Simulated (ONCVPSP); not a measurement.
## Fe: one change to an ONCV potential, before and after

ONCVPSP 4.0.1 input, shortened (lines: element, Z, core and valence counts, functional; n l f; lmax; l rc ep ncon nbas qcut; lloc lpopt rc5 dvloc0; l nproj debl; icmod fcfact rcfact), PBE, scalar-relativistic:

```
  Fe 26.00    3    3        4      upf
    1    0    2.00
    2    0    2.00
    2    1    6.00
    3    0    2.00
    3    1    6.00
    3    2    6.00
    2
    0    1.10    0.00    4    8   14.20
    1    0.90    0.00    4    7   11.00
    2    1.85    0.00    4    8    9.20
    4    5    0.60    2.00
    0    1    2.80
    1    2    0.80
    2    2    1.20
    3    5.75    1.15
```

In the p channel the program set the typed energies aside and used -2.885, 0.250 Ha.

All-electron outer shells of the reference configuration (PBE, scalar-relativistic, ld1.x):

```
shell  level (eV)  outermost node (bohr)  outermost maximum (bohr)
   3s     -112.47                   0.33                      0.70
   3p      -78.51                   0.30                      0.72
   3d      -25.72                      –                      0.71
```

Change: d: rc 2.5.

Cutoffs: the cutoffs (Ha) at which the residual kinetic energy of the hardest occupied pseudo-wave falls to 1 and 0.1 mHa per electron; they do not see the model core or the augmentation charge, which bear on the density cutoff. Errors are all-electron minus pseudo energies relative to the spin-unpolarised reference configuration.

Q: Predict the effect on cutoff, ghosts and configuration errors.

A: The potential gets neither clearly harder nor softer (57 Ha and 98 Ha → 57 Ha and 98 Ha); the s channel sets the loose cutoff, while the largest relative change is in d, which becomes softer; of the 4 tests that both files solve, the error grows in 1 and shrinks in 0 by more than 15 % and 0.3 meV (median size 276.1 → 329.3 meV); neither file shows a bound ghost.

| quantity | base | changed |
| --- | --- | --- |
| cutoff, loose | 57 Ha | 57 Ha |
| cutoff, tight | 98 Ha | 98 Ha |
| loose cutoff by channel | s 57 Ha, p 47 Ha, d 31 Ha | s 57 Ha, p 47 Ha, d 24 Ha |
| bound ghosts | none | none |
| GHOST(+) flags under 300 eV | s at 86.8 eV | s at 86.8 eV |
| error for 3s2 3p6 3d6 4s2, meV [ΔE -24.93 eV] | +454 | +414 |
| error for 3s2 3p6 3d6 4s1, meV [ΔE -16.20 eV] | +299 | +280 |
| error for 3s2 3p6 3d5, meV [ΔE 34.22 eV] | +152 | +378 |
| error for 3s2 3p6 3d6 4s1 4p1, meV [ΔE -20.83 eV] | +253 | +227 |
| s: phases at 1.12 bohr within 0.05 rad from the reference energy up to (Ha; the scan ends near 5) | 0.0 | 0.0 |
| p: phases at 0.91 bohr within 0.05 rad from the reference energy up to (Ha; the scan ends near 5) | to the end of the scan | to the end of the scan |
| rms error of d²Exc/dni dnj with the model core, mHa | 1.18 | 3.97 |
